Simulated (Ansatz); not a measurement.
Isolated molecules relaxed with PBE0-D4/def2-TZVP in Ansatz; ΔE leaves out vibrations. CCSD(T)/CBS is the MP2 limit (def2-TZVPP, def2-QZVPP) plus CCSD(T) − MP2 in def2-TZVPP, frozen cores. This one scheme is used for every species. DFT in def2-TZVPP. B3LYP here is the variant with VWN-RPA as its local correlation; programs differ in this. One conformer a species, not always the lowest.

Consider the redistribution: `Cl[SiH2]S[SiH2]Cl` + `O=C=N[SiH2]Cl` → `Cl[SiH2]S[SiH](Cl)Cl` + `O=C=N[SiH3]`.

Q: Is it downhill or uphill in electronic energy at CCSD(T)/CBS, and by how much? (Best estimate.)

A: Ansatz gave: Uphill: ΔE = +1.7 kcal/mol.

Q: What do these levels give: B2PLYP, PBE, B3LYP, CCSD/def2-TZVPP, CCSD(T)/def2-TZVPP, MP2/CBS(def2)? (Estimate.)

A: The calculation gave: B2PLYP 1.8, PBE 1.5, B3LYP 1.9, CCSD/def2-TZVPP 2.1, CCSD(T)/def2-TZVPP 1.9, MP2/CBS(def2) 1.2 kcal/mol.

Largest T1 diagnostic among the species: 0.016.

In def2-TZVPP, CCSD(T) changes the Hartree–Fock value by −1.1 kcal/mol (the triples alone add −0.2 kcal/mol) and MP2 by −1.6 kcal/mol. The D4 term adds −1.0 kcal/mol with B3LYP and −0.6 kcal/mol with PBE0; it sums over pairs of atoms, weighted by their polarisabilities, and B3LYP, whose exchange is more repulsive, gets the larger term.
